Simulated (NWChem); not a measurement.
Everything below was run with NWChem. System: H₂F₂Si, charge 0, spin multiplicity 1, at a geometry optimised with B3LYP/def2-SVP. The structure started from a generated list of species. Level: G0W0@PBE/def2-TZVP, RI basis def2-tzvp-rifit.

Part of the output:

```
             Northwest Computational Chemistry Package (NWChem) 7.3.0
             --------------------------------------------------------

                                NWChem Input Module
                                -------------------

 Scaling coordinates for geometry "geometry" by  1.889725989
 (inverse scale =  0.529177249)

 Turning off AUTOSYM since
 SYMMETRY directive was detected!

                             Geometry "geometry" -> ""
                             -------------------------

 Output coordinates in angstroms (scale by  1.889725989 to convert to a.u.)

  No.       Tag          Charge          X              Y              Z
 ---- ---------------- ---------- -------------- -------------- --------------
    1 Si                  14.0000     0.00000000     0.00000000    -0.45750200
    2 F                    9.0000     1.30412400     0.00000000     0.49546200
    3 F                    9.0000    -1.30412400     0.00000000     0.49546200
    4 H                    1.0000     0.00000000    -1.24447700    -1.25664400
    5 H                    1.0000     0.00000000     1.24447700    -1.25664400

 Effective nuclear repulsion energy (a.u.)     116.8040002694

            Nuclear Dipole moment (a.u.)
            ----------------------------
        X                 Y               Z
 ---------------- ---------------- ----------------
     0.0000000000     0.0000000000    -0.0000000000

      Symmetry information
      --------------------

 Group name             C2v
 Group number             16
 Group order               4
 No. of unique centers     3

      Symmetry unique atoms

     1    2    4


 Summary of "ao basis" -> "" (spherical)
 ------------------------------------------------------------------------------
       Tag                 Description            Shells   Functions and Types
 ---------------- ------------------------------  ------  ---------------------
 *                         def2-tzvp                  on all atoms

 new library libraries.bse/

 Summary of "ri basis" -> "" (spherical)
 ------------------------------------------------------------------------------
       Tag                 Description            Shells   Functions and Types
 ---------------- ------------------------------  ------  ---------------------
 *                      def2-tzvp-rifit               on all atoms

  pbe96 is a nonlocal functional; adding pw91lda local functional.

                                 NWChem DFT Module
[...]
     5      1.934927  1 Si s                102     -1.269651  4 H  s
   108     -1.269651  5 H  s                  4      0.590031  1 Si s
     3     -0.304470  1 Si s                 20     -0.295838  1 Si pz
    17     -0.272379  1 Si pz                42     -0.232759  2 F  s
    73     -0.232759  3 F  s                101     -0.095898  4 H  s

 center of mass
 --------------
 x =   0.00000000 y =   0.00000000 z =   0.09710024

 moments of inertia (a.u.)
 ------------------
          76.094195230460           0.000000000000           0.000000000000
           0.000000000000         295.718120031161           0.000000000000
           0.000000000000           0.000000000000         241.919390038165

     Multipole analysis of the density
     ---------------------------------

     L   x y z        total         alpha         beta         nuclear
     -   - - -        -----         -----         ----         -------
     0   0 0 0     -0.000000    -17.000000    -17.000000     34.000000

     1   1 0 0      0.000000      0.000000      0.000000      0.000000
     1   0 1 0      0.000000      0.000000      0.000000      0.000000
     1   0 0 1     -0.594753     -0.297376     -0.297376     -0.000000

     2   2 0 0    -19.531724    -64.426910    -64.426910    109.322096
     2   1 1 0      0.000000      0.000000      0.000000      0.000000
     2   1 0 1     -0.000000     -0.000000     -0.000000      0.000000
     2   0 2 0    -17.142289    -14.101734    -14.101734     11.061179
     2   0 1 1     -0.000000     -0.000000     -0.000000      0.000000
     2   0 0 2    -17.247051    -27.384662    -27.384662     37.522273

 Task  times  cpu:       10.1s     wall:       10.1s

                                NWChem Input Module
                                -------------------

                                 NWChem GW Module
                                 ----------------

                             ***********************
                             ***        GW       ***
                             ***********************

 Summary of "ri basis" -> "ri basis" (spherical)
 ------------------------------------------------------------------------------
       Tag                 Description            Shells   Functions and Types
 ---------------- ------------------------------  ------  ---------------------
 Si                     def2-tzvp-rifit             29      113   9s7p6d5f2g
 F                      def2-tzvp-rifit             22       76   8s6p4d3f1g
 H                      def2-tzvp-rifit              7       15   4s2p1d

                 Memory Information
                 ------------------
          Available GA per process is          1699.9 MBs
          Available stack per process is        700.0 MBs
          Available heap per process is           0.0 MBs

          Peak memory in Initialization
              Peak GA per process is                  5.5 MBs
              Peak stack per process is               0.1 MBs
              Peak heap per process is                5.8 MBs
              Memory not in MA per process            0.0 MBs

          Peak memory in AFF Calculation
              Peak GA per process is                 27.7 MBs
              Peak stack per process is              19.5 MBs
              Peak heap per process is                0.0 MBs
              Memory not in MA per process           19.5 MBs

          Computing 2-center integrals
          Computing Inverse Cholesky factor
          Computing 3-center integrals
          Computing V_xc ...

          Computing Sigma_x
          Computing RPA polarizability
          Solving quasiparticle equations

                  Alpha Orbitals
          State     Energy (eV)     Error (eV)
          -----------------------------------
@GW        14        -14.600           0.003
@GW        15        -14.154           0.003
@GW        16        -14.299           0.003
@GW        17        -12.426           0.003
@GW        18          2.350           0.002
@GW        19          2.681           0.002

   Applying  -3.9899 eV scissor-shift to rest of particle states

   Applying   3.0549 eV scissor-shift to rest of hole states

     GW Timing Statistics
   ------------------------
   Init.   :          0.1s
     ERIs  :          1.4s
     Distr.:          0.0s
     Vxc   :          0.3s
   Sigma_x :          0.0s
   RPA     :          1.7s
   Wmn     :          0.1s
   Sigma_c :          0.0s
   GW total:          3.6s

 Task  times  cpu:        3.6s     wall:        3.6s

 Total times  cpu:       13.7s     wall:       13.7s
```

Write an NWChem input that would produce this output.

This is not unique; one that fits is 
```
start mol
memory heap 200 mb stack 700 mb global 1700 mb
geometry units angstroms nocenter noautoz
  Si     0.000000     0.000000    -0.457502
  F      1.304124     0.000000     0.495462
  F     -1.304124     0.000000     0.495462
  H      0.000000    -1.244477    -1.256644
  H      0.000000     1.244477    -1.256644
  symmetry group C2v
end
basis spherical
  * library def2-tzvp
end
basis "ri basis" bse spherical
  * library def2-tzvp-rifit
end
dft
  xc xpbe96 cpbe96
  iterations 100
  direct
  tolerances tight
end
task dft energy
gw
  states alpha occ 4 vir 2
end
task dft gw
```
